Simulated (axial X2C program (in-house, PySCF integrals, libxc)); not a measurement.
Which functional? An output for NaZr

An SCF output computed with an in-house all-electron X2C program for linear molecules (integrals from PySCF) for NaZr at 3.151 Å, two-component, state Ω = 1/2, Zr dyall-cv3z [11s12p9d6f3g], Na dyall-cv3z [9s8p5d2f] (cores contracted in-house), without its first line:

```
basis functions 233  fitting functions 1059  grid points 5087
iter        total energy     max residual
   1      -3758.445058755     3.51e+00
   2      -3758.972656421     1.05e-01
   3      -3758.978729485     4.89e-02
   4      -3758.981936503     2.66e-02
   5      -3758.982228161     1.09e-02
   6      -3758.982264876     2.03e-03
   7      -3758.982273013     3.16e-03
   8      -3758.982275649     2.53e-04
   9      -3758.982275824     2.40e-04
  10      -3758.982275898     6.25e-05
  11      -3758.982275934     5.21e-05
  12      -3758.982275936     6.10e-06
converged
one-electron -5342.31543578  Coulomb 1640.23006902  exact exchange -31.76581677  xc functional -97.41185046  nuclear repulsion 73.89335855  atomic mean-field constant -1.61260050
```

Question: Which level of theory produced it?
A. PBE50
B. PBE0
C. HF

Answer: B. The exact-exchange term against the functional term shows a share of 0.25 of exact exchange.
